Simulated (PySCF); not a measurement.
# Radial density of Li (lithium, neutral)

UHF, [He] 2s1, 2S determinant. All numbers are calculated (PySCF 2.14, no relativity, point nucleus, in 6-31G*).

```csv
r (bohr),4πr²ρ (e/bohr),4πr²(ρα − ρβ)
0.0106,0.01805,0.0003
0.0179,0.04973,0.0007
0.0301,0.1318,0.0020
0.0506,0.3282,0.0049
0.0850,0.7597,0.0111
0.143,1.529,0.0217
0.241,2.479,0.0324
0.405,2.807,0.0284
0.681,1.807,0.0043
1.14,0.4999,0.0229
1.93,0.1985,0.1689
3.24,0.2756,0.2755
5.45,0.1131,0.1131
9.16,0.003878,0.0039
```
